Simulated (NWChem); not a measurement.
# GaNH2F2; SMILES [NH2][Ga]([F])[F]

```xyz
6

Ga    -0.0001    -0.0256    -0.0299
F      1.4712    -0.9534     0.0440
F     -1.4775    -0.9439     0.0438
N      0.0056     1.7535    -0.1503
H     -0.8389     2.3031    -0.2358
H      0.8536     2.2976    -0.2358
```
Atoms are numbered in this order, from 1.

The geometry was optimised at PBE0/def2-SVP.

Question: Give the principal values of the shielding tensors (ppm) of Ga1, F2, N4 from B3LYP/6-31G* (spherical d), GIAO (NWChem), with their diamagnetic and paramagnetic parts as GIAO splits them.

Answer: 
```csv
atom,σ11,σ22,σ33,isotropic,diamagnetic,paramagnetic
Ga1,1475.6,1712.7,1923.9,1704.1,2640.2,-936.1
F2,261.9,346.8,439.9,349.5,466.1,-116.6
N4,225.4,237.1,275.5,246.0,314.0,-68.0
```
